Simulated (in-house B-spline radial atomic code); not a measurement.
Inner levels of erbium as electrons are removed. A shift is the extra binding of the orbital against the neutral atom ([Xe] 4f5/2(6) 4f7/2(6) 6s2). The density at the nucleus is averaged over the nuclear charge. Computed with a radial B-spline atomic code at the basis-set limit: Dirac-Hartree-Fock, jj configuration that fills j = l - 1/2 first, finite nuclei.

A number in brackets counts the electrons of a j subshell.

```csv
ion,configuration,shift of 4d5/2 (eV),shift of 4s1/2 (eV),shift of 3d3/2 (eV),radius of 4d5/2 (bohr),radius of 4s1/2 (bohr),radius of 3d3/2 (bohr),Σ<r²> (bohr²),change of density at nucleus (bohr⁻³)
Er8+,[Kr] 4d10 4f5/2(6) 4f7/2(4) 5s2 5p1/2(2),128.11,130.96,133.27,0.58304,0.50742,0.2013,19.581,215.06
Er9+,[Kr] 4d10 4f5/2(6) 4f7/2(4) 5s2 5p1/2(1),148.94,151.74,154.46,0.58228,0.50733,0.20129,17.54,237.33
Er10+,[Kr] 4d10 4f5/2(6) 4f7/2(4) 5s2,170.44,173.2,176.41,0.5814,0.50722,0.20127,15.635,259.99
Er11+,[Kr] 4d10 4f5/2(6) 4f7/2(3) 5s2,199.46,204.35,209.48,0.57692,0.50577,0.20131,14.554,345.39
Er12+,[Kr] 4d10 4f5/2(6) 4f7/2(2) 5s2,229.85,237.02,244.57,0.57218,0.50413,0.20134,13.591,438.18
Er13+,[Kr] 4d10 4f5/2(6) 4f7/2(1) 5s2,261.53,271.11,281.6,0.56726,0.50231,0.20137,12.725,538.11
Er14+,[Kr] 4d10 4f5/2(6) 4f7/2(1) 5s1,?,?,?,?,?,?,?,?
Er15+,[Kr] 4d10 4f5/2(6) 4f7/2(1),312.33,321.32,335.2,0.56385,0.50256,0.20131,10.028,-632.71
Er16+,[Kr] 4d10 4f5/2(6),346.57,358.09,375.87,0.55869,0.50049,0.20132,9.3686,-587.98
Er17+,[Kr] 4d10 4f5/2(5),383.66,396.29,417.67,0.55312,0.49823,0.20119,8.7725,-535.75
Er18+,[Kr] 4d10 4f5/2(4),?,?,?,?,?,?,?,?
Er19+,[Kr] 4d10 4f5/2(3),461.09,475.98,506.07,0.54184,0.49336,0.20089,7.7111,-415.01
Er20+,[Kr] 4d10 4f5/2(2),501.35,517.39,552.6,0.53618,0.49079,0.20071,7.2354,-346.56
Er21+,[Kr] 4d10 4f5/2(1),542.61,559.79,600.63,0.53054,0.48813,0.20051,6.791,-272.74
Er22+,[Kr] 4d10,584.84,603.16,650.15,0.52494,0.48541,0.20029,6.3746,-193.56
Er23+,[Kr] 4d3/2(4) 4d5/2(5),627.07,645.75,702.26,0.51944,0.48283,0.20004,5.9732,-71.6
Er24+,[Kr] 4d3/2(4) 4d5/2(4),?,?,?,?,?,?,?,?
Er25+,[Kr] 4d3/2(4) 4d5/2(3),713.47,732.7,809.45,0.50941,0.4777,0.19952,5.2143,185.81
Er26+,[Kr] 4d3/2(4) 4d5/2(2),757.63,777.04,864.52,0.50457,0.47514,0.19924,4.8552,321.25
Er27+,[Kr] 4d3/2(4) 4d5/2(1),802.43,821.96,920.56,0.49984,0.47259,0.19894,4.5087,461.18
```

Question: Fill in the row of Er14+.

Answer: shift of 4d5/2 (eV): 286.68; shift of 4s1/2 (eV): 295.97; shift of 3d3/2 (eV): 308.09; radius of 4d5/2 (bohr): 0.56559; radius of 4s1/2 (bohr): 0.50273; radius of 3d3/2 (bohr): 0.20134; Σ<r²> (bohr²): 11.345; change of density at nucleus (bohr⁻³): -28.082.

Question: Fill in the row of Er18+.

Answer: shift of 4d5/2 (eV): 421.85; shift of 4s1/2 (eV): 435.6; shift of 3d3/2 (eV): 461.08; radius of 4d5/2 (bohr): 0.54749; radius of 4s1/2 (bohr): 0.49585; radius of 3d3/2 (bohr): 0.20105; Σ<r²> (bohr²): 8.2219; change of density at nucleus (bohr⁻³): -478.08.

Question: Fill in the row of Er24+.

Answer: shift of 4d5/2 (eV): 669.95; shift of 4s1/2 (eV): 688.93; shift of 3d3/2 (eV): 755.37; radius of 4d5/2 (bohr): 0.51436; radius of 4s1/2 (bohr): 0.48026; radius of 3d3/2 (bohr): 0.19979; Σ<r²> (bohr²): 5.5868; change of density at nucleus (bohr⁻³): 54.867.
